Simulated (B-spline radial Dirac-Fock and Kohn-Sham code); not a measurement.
**Radiative decay of the 3d5/2 hole in Ba³⁺**

System: barium as Ba³⁺ in the configuration 1s2 2s2 2p6 3s2 3p6 3d10 4s2 4p6 4d10 5s2 5p5.

Method: a relativistic independent-particle model: LDA orbitals of the hole state, radiative multipoles to third order, Auger rates from the Coulomb interaction with a continuum orbital, Dirac-Fock energies. Computed with a B-spline atomic structure program.

```
 line  multipole  energy (eV)  rate (s⁻¹)  share (%)
M5-N3         E1            –    4.37e+11       87.5
M5-N5         E2        692.1    5.06e+08      0.101
M5-O3         E1        770.7    6.15e+10       12.3
```

The listed lines hold 99.9 % of the radiative rate. A dash stands for an energy that rests on an unreliable hole state. The radiative width is 0.000328 eV in the length form and 0.000349 eV in the velocity form; the two differ because the transition energies are not eigenvalue differences of the potential that gave the orbitals.
